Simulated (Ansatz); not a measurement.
The same path of ClGaHO (4 atoms, charge -1, multiplicity 1) was run twice with different band settings. Lost on the way: Ga2–H4. Made: O1–H4.

These are results of UKS PBE0-D4/def2-SVP in Ansatz, not measurements.

Relaxed end points:

```xyz
4
Properties=species:S:1:pos:R:3
O -1.838 -0.084 -0.248
Ga -0.176 0.165 -0.086
Cl 1.211 -1.465 0.710
H 0.803 1.384 -0.376
```

```xyz
4
Properties=species:S:1:pos:R:3
O -0.867 0.452 -0.288
Ga 0.966 0.210 0.057
Cl 0.813 -2.018 0.851
H -0.913 1.356 -0.620
```

Common settings: movable images 5; climbing image yes; spring 5.0 eV/Å²; start path through a guess of the saddle point; force threshold 0.03 eV/Å; iteration limit 60; end points relaxed.

| run | optimiser |
| --- | --- |
| 1 | quadratic models (default) |
| 2 | lbfgs |

**Question.** What does each run give, and how far can it be trusted?

**Answer.** Run 1: converged after 7 iterations, highest image 2.057 eV above the first end. Neighbouring images differ by up to 1.5 eV, so the band resolves the path poorly. A vibrational analysis at the climbing image gives one clearly imaginary mode, 1271i cm⁻¹: a first-order saddle point.
Run 2: converged after 19 iterations, highest image 2.057 eV above the first end. Neighbouring images differ by up to 1.6 eV, so the band resolves the path poorly. Another band between the same ends (5 images) ends at a top of the same energy, where a vibrational analysis finds 1 clearly imaginary mode.
The orbitals stay closed-shell, which can raise the energy where a bond breaks towards radicals; this wasn't checked here. Limits of this set-up: an anion without diffuse functions, the dipole of an ion depends on the origin.
